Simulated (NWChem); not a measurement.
System meant: C4H5FO; SMILES C=CO/C=C/F

NWChem input:

```
start job
memory heap 200 mb stack 900 mb global 1100 mb
geometry units angstroms noautoz
  C      1.187623    -1.757484     0.162786
  C     -0.103871    -1.796979    -0.169427
  O     -1.046228    -0.826043    -0.093678
  C     -0.798697     0.481614     0.165639
  C      0.264368     1.203515    -0.193626
  F      0.295347     2.505564     0.090276
  H      1.687991    -0.871878     0.553628
  H      1.768929    -2.675337     0.068521
  H     -0.572771    -2.714366    -0.535534
  H     -1.635315     0.969827     0.672573
  H      1.144825     0.846861    -0.729853
end
basis spherical
  * library def2-svp
end
dft
  odft
  mult 2
  xc pbe0
  iterations 150
  mulliken
end
task dft energy
```

End of the output:

```
 Summary of "ao basis" -> "" (spherical)
 ------------------------------------------------------------------------------
       Tag                 Description            Shells   Functions and Types
 ---------------- ------------------------------  ------  ---------------------
 *                          def2-svp                  on all atoms

                                 NWChem DFT Module
                                 -----------------

 Summary of "ao basis" -> "ao basis" (spherical)
 ------------------------------------------------------------------------------
       Tag                 Description            Shells   Functions and Types
 ---------------- ------------------------------  ------  ---------------------
 C                          def2-svp                 6       14   3s2p1d
 O                          def2-svp                 6       14   3s2p1d
 F                          def2-svp                 6       14   3s2p1d
 H                          def2-svp                 3        5   2s1p

 Summary of "ao basis" -> "ao basis" (spherical)
 ------------------------------------------------------------------------------
       Tag                 Description            Shells   Functions and Types
 ---------------- ------------------------------  ------  ---------------------
 C                          def2-svp                 6       14   3s2p1d
 O                          def2-svp                 6       14   3s2p1d
 F                          def2-svp                 6       14   3s2p1d
 H                          def2-svp                 3        5   2s1p

  number of electrons :                   46
  multiplicity        :                    2
 ------------------------------------------------------------------------
  no. of electrons and multiplicity not compatible                  46
 ------------------------------------------------------------------------
 ------------------------------------------------------------------------
  current input line :
    26: task dft energy
 ------------------------------------------------------------------------
 ------------------------------------------------------------------------
 There is an error in the input file
 ------------------------------------------------------------------------
 For more information see the NWChem manual at https://nwchemgit.github.io

0: no. of electrons and multiplicity not compatible:Received an Error in Communication
```

Q: Find the fault in this run and fix the input.

A: The input was rejected before any calculation. Cause: the multiplicity doesn't fit the number of electrons (an even count wants an odd multiplicity, and the reverse). This input runs:
```
start job
memory heap 200 mb stack 900 mb global 1100 mb
geometry units angstroms noautoz
  C      1.187623    -1.757484     0.162786
  C     -0.103871    -1.796979    -0.169427
  O     -1.046228    -0.826043    -0.093678
  C     -0.798697     0.481614     0.165639
  C      0.264368     1.203515    -0.193626
  F      0.295347     2.505564     0.090276
  H      1.687991    -0.871878     0.553628
  H      1.768929    -2.675337     0.068521
  H     -0.572771    -2.714366    -0.535534
  H     -1.635315     0.969827     0.672573
  H      1.144825     0.846861    -0.729853
end
basis spherical
  * library def2-svp
end
dft
  xc pbe0
  iterations 150
  mulliken
end
task dft energy
```
It converges to -329.81102 Ha (PBE0/def2-SVP).
